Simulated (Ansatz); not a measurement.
`CC(Cl)Br` + `C=[C](F)[InH2]` → `C=[C](F)[InH][CH3]` + `ClCBr`  (formal exchange of groups at a C–C bond)

Calculated with Ansatz (gas phase, PBE0-D4/def2-TZVP geometries, no zero-point term in ΔE). CCSD(T)/CBS adds triple-zeta CCSD(T) − MP2 to the extrapolated MP2 energy (def2 sets, frozen cores). Functionals use def2-TZVPP. Elements past krypton have def2 core potentials. For Br, In outer-core shells are correlated without core-valence functions, which leaves a few kJ/mol of doubt a bond. Scalar relativity is left out up to krypton. Each species was taken in one conformer, which may not be the lowest.

`CC(Cl)Br`:

Cartesian coordinates in Å:
```
C 0.731 0.171 0.365
C -0.507 -0.194 -0.405
Cl -1.227 1.228 -1.173
Br -1.802 -1.075 0.755
H 0.494 0.877 1.161
H 1.171 -0.726 0.805
H 1.456 0.630 -0.311
H -0.315 -0.911 -1.198
```

`C=[C](F)[InH2]`:

Cartesian coordinates in Å:
```
C -0.971 -1.134 0.155
C -0.579 0.023 -0.364
F -1.401 0.628 -1.257
In 1.274 1.014 0.107
H -1.917 -1.595 -0.116
H -0.337 -1.641 0.871
H 2.269 0.199 1.250
H 1.662 2.506 -0.646
```

`C=[C](F)[InH][CH3]`:

Cartesian coordinates in Å:
```
C 2.550 0.235 -0.165
C 1.298 0.472 0.205
F 1.078 1.506 1.059
In -0.440 -0.645 -0.430
C -2.372 -0.051 0.286
H 2.759 -0.581 -0.845
H 3.381 0.837 0.192
H -0.110 -1.954 -1.504
H -2.274 0.560 1.183
H -2.875 0.541 -0.482
H -2.994 -0.920 0.502
```

`ClCBr`:

```xyz
5

Cl   -0.236   -0.202   -1.675
C    -0.031   -0.149    0.067
Br    0.488    1.592    0.721
H     0.754   -0.842    0.348
H    -0.975   -0.398    0.538
```

Problem. Is it downhill or uphill in electronic energy at CCSD(T)/CBS, and by how much? (An estimate is asked.)

Solution. Ansatz gave: Downhill: ΔE = -0.12 eV.

Problem. What do these levels give: LDA (SPW92), BLYP-D4, r2SCAN-D4, B97M-V, BHLYP-D4, PBE0, RPA@PBE/def2-TZVPP, HF/def2-SVP, CCSD/def2-TZVPP, HF/def2-QZVPP, MP2/def2-QZVPP, HF/CBS(def2)? (Best estimate.)

Solution. The calculation gave: LDA (SPW92) 0.02, BLYP-D4 -0.11, r2SCAN-D4 -0.08, B97M-V 0.03, BHLYP-D4 -0.08, PBE0 -0.10, RPA@PBE/def2-TZVPP -0.11, HF/def2-SVP 0.03, CCSD/def2-TZVPP -0.11, HF/def2-QZVPP -0.07, MP2/def2-QZVPP -0.14, HF/CBS(def2) -0.07 eV.

Largest T1 diagnostic among the species: 0.014.

Leaving LDA and LC-ωPBE aside and taking each functional with its dispersion term where it has one, the values, not all of them listed here, spread over 0.16 eV, from B2PLYP to B97M-V. LDA lies +0.14 eV from PBE without D4. From BLYP to BHLYP (50 % exact exchange), in def2-TZVPP and without D4, ΔE moves by +0.07 eV. The D4 term adds +0.04 eV with B3LYP and +0.02 eV with PBE0; it sums over pairs of atoms, weighted by their polarisabilities, and B3LYP, whose exchange is more repulsive, gets the larger term.

B3LYP here is the variant with VWN-RPA as its local correlation; programs differ in this.
